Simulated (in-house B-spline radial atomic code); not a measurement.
The numbers below are computed, except where a source is named.
Making a Troullier-Martins s channel for Pd, r_c = 0.87 bohr

Pd, [Kr] 4d10, non-relativistic LDA (VWN5), spherical and spin-unpolarised, from an all-electron radial atomic-structure program (B-spline basis) (atomic units). The all-electron 4s level is ε = -2.889172 hartree, its outermost node lies just inside 0.48 bohr and its outer maximum at 0.87 bohr.

Inside r_c the pseudo-orbital is u(r) = r^1 exp(p(r)), with p = c0 + c2 r² + c4 r⁴ + … + c12 r¹². The seven coefficients follow from p and its first four derivatives at r_c, from zero curvature of the screened potential at the origin, c4 = −c2²/(2l + 5), and from the norm inside r_c. At r_c the all-electron orbital has P = 1.181919, P' = 0.05977273, the screened potential V = -6.963378, V' = 19.20502, V'' = -63.79033, and the norm inside is Q = 0.3860741.

**Question.** What are p, p' and p'' at r_c?

**Answer.** p = ln(P/r_c^1) = ln(1.181919/0.87) = 0.30640. p' = P'/P − 1/r_c = 0.05057 − 1.14943 = -1.09885. The radial equation gives p'' = 2(V − ε) − 2(1) p'/r_c − p'² = -8.14841 − (-2.52610) − 1.20748 = -6.82979. Differentiating, p''' = 2V' + 2(1)p'/r_c² − 2(1)p''/r_c − 2p'p'' = 36.197, and p'''' = 2V'' − 4(1)p'/r_c³ + 4(1)p''/r_c² − 2(1)p'''/r_c − 2p''² − 2p'p''' = -253.95.

For a trial c2 the five matching conditions are linear in c0, c6, c8, c10 and c12, and c2 is varied until the norm inside r_c equals Q. The root nearest zero gives:

| n | c_n |
| --- | --- |
| 0 | -0.3575389 |
| 2 | 2.387799 |
| 4 | -1.140317 |
| 6 | -0.6179215 |
| 8 | -4.653306 |
| 10 | 7.634299 |
| 12 | -3.145331 |

**Question.** Check c4 and p(r_c), and find the screened pseudopotential at the origin.

**Answer.** −c2²/5 = -1.14032, as listed. The terms c_n r_c^n are -0.35754, 1.80733, -0.65328, -0.26795, -1.52727, 1.89654, -0.59142, which sum to 0.30640. Inverting the radial equation, V_l(r) = ε + 1 p'/r + (p'' + p'²)/2, so V_l(0) = ε + (2l + 3) c2 = -2.889172 + 3 × (2.3878) = 4.2742 hartree, finite where the all-electron potential diverges.

Orbitals and screened potentials:

```tsv
r (bohr)	P	u	V all-electron	V pseudo
0.087	0.414	0.06195	-369.0	4.272
0.218	-0.4032	0.1703	-98.26	4.178
0.348	-0.5735	0.319	-44.44	3.516
0.479	0.06756	0.537	-24.65	1.187
0.609	0.7082	0.8196	-15.31	-3.425
0.739	1.074	1.08	-10.14	-7.676
0.87	1.182	1.182	-6.963	-6.963
```

Logarithmic derivatives P'/P at R = 1.17 bohr, for energies E around ε:

```json
{"E − ε (hartree)": "-0.5", "all-electron": "-0.590454", "pseudo": "-0.592304"}
{"E − ε (hartree)": "-0.25", "all-electron": "-0.940339", "pseudo": "-0.940891"}
{"E − ε (hartree)": "-0.1", "all-electron": "-1.17235", "pseudo": "-1.17245"}
{"E − ε (hartree)": "0", "all-electron": "-1.3377", "pseudo": "-1.3377"}
{"E − ε (hartree)": "0.1", "all-electron": "-1.51256", "pseudo": "-1.51267"}
{"E − ε (hartree)": "0.25", "all-electron": "-1.79487", "pseudo": "-1.79569"}
{"E − ε (hartree)": "0.5", "all-electron": "-2.32897", "pseudo": "-2.33306"}
```

**Question.** With P(R) = 0.9361113 and a norm of 0.7446453 inside R, what slope in energy does norm conservation fix?

**Answer.** d(P'/P)/dE = −2 × (norm inside R)/P(R)² = -1.6995 per hartree·bohr at E = ε, for both atoms, since orbital and norm agree at R. Differences over ±0.1 hartree give -1.7010 (all-electron) and -1.7011 (pseudo), which also hold third-order terms. Half a hartree below ε the two curves differ by -0.0019.
